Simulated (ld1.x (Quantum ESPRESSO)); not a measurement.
**zinc (Zn): one change to an ultrasoft potential, before and after**

- Element: zinc
- Generator: ld1.x (Quantum ESPRESSO) 7.5
- Type: ultrasoft
- Functional: PBEsol
- Relativity: fully relativistic
- Frozen core: [Ne] 3s2
- Valence charge: 18
- Reference configuration: 3p6 3d10 4s2 4p0
- Partial waves: 4s (bound): rcut 1.65, rcutus 1.75 bohr; 4s channel at 3.4 Ry: rcut 1.65, rcutus 1.75 bohr; 3p (bound): rcut 1.00, rcutus 1.10 bohr; 4p (bound, empty): rcut 1.00, rcutus 1.10 bohr; 3d (bound): rcut 1.15, rcutus 1.40 bohr; 3d channel at 2.1 Ry: rcut 1.15, rcutus 1.40 bohr
- Local potential: all-electron potential smoothed inside 1.65 bohr (lloc = -1)
- Core correction: a·sin(br)/r model core, default radius (core density twice the valence density)
- Augmentation charge: PSQ, radius 1.05 bohr

Open shells are filled in proportion to 2j + 1 (rel_dist='average').

All-electron outer shells of the reference configuration (PBEsol, scalar-relativistic, ld1.x):

| shell | level (eV) | outermost node (bohr) | outermost maximum (bohr) |
| --- | --- | --- | --- |
| 2p | -1003.46 | – | 0.15 |
| 3s | -128.92 | 0.28 | 0.59 |
| 3p | -83.26 | 0.25 | 0.59 |
| 3d | -10.17 | – | 0.56 |
| 4s | -6.00 | 0.85 | 2.09 |
| 4p | -1.07 | 0.92 | 3.04 |

Change: wave 3d channel at 2.1 Ry: rcut 1.15, rcutus 1.40 bohr becomes 3d channel at 5.57 Ry: rcut 1.15, rcutus 1.40 bohr.

Cutoffs: the cutoffs (Ry, on a coarse ladder) from which the occupation-weighted sum of valence levels, in a spherical-Bessel basis at the reference potential, stays within 10 and 1 mRy of its value at 400 Ry; they do not see the model core or the augmentation charge, which bear on the density cutoff. Errors are all-electron minus pseudo energies relative to the spin-unpolarised reference configuration.

Problem. What does the change do?

Solution. The potential gets neither clearly harder nor softer (90 Ry and 140 Ry → 90 Ry and 140 Ry); the number of tests that count goes from 6 to 7; of the 6 tests that both files solve, the error grows in 1 and shrinks in 4 by more than 15 % and 0.3 meV (median size 0.7 → 0.8 meV); neither file shows a bound ghost at the reference potential, the only one tested.

| quantity | base | changed |
| --- | --- | --- |
| cutoff, loose | 90 Ry | 90 Ry |
| cutoff, tight | 140 Ry | 140 Ry |
| bound ghosts | none | none |
| tests counted (converged, no solver errors) | 6 of 7 | 7 of 7 |
| error for 3p6 3d10 4s1 4p0, meV [ΔE 9.90 eV] | +0.6 | +0.1 |
| error for 3p6 3d10 4s0 4p0, meV [ΔE 28.25 eV] | +3.2 | +1.4 |
| error for 3p6 3d10 4s0 4p1, meV [ΔE 16.26 eV] | +0.9 | +0.1 |
| error for 3p6 3d10 4s1 4p1, meV [ΔE 5.13 eV] | 0.0 | -0.2 |
| error for 3p6 3d10 4s0 4p2, meV [ΔE 10.60 eV] | -0.6 | -1.5 |
| error for 3p6 3d9 4s2 4p1, meV [ΔE 12.28 eV] | +13 | -10 |
| s: phases at 1.90 bohr within 0.05 rad from the reference energy up to (Ry; the scan ends near 5) | to the end of the scan | to the end of the scan |
| p1/2: phases at 1.90 bohr within 0.05 rad from the reference energy up to (Ry; the scan ends near 5) | to the end of the scan | to the end of the scan |
| p3/2: phases at 1.90 bohr within 0.05 rad from the reference energy up to (Ry; the scan ends near 5) | to the end of the scan | to the end of the scan |
| d3/2: phases at 1.90 bohr within 0.05 rad from the reference energy up to (Ry; the scan ends near 5) | to the end of the scan | to the end of the scan |
| d5/2: phases at 1.90 bohr within 0.05 rad from the reference energy up to (Ry; the scan ends near 5) | to the end of the scan | to the end of the scan |
| lowest overlap eigenvalue by channel | s 0.52, p1/2 0.16, p3/2 0.18, d3/2 0.18, d5/2 0.18 | s 0.52, p1/2 0.16, p3/2 0.18, d3/2 0.89, d5/2 0.89 |

Base: Tests not counted: 3p6 3d9 4s0 4p0 (solver errors, printed error -3542 eV).
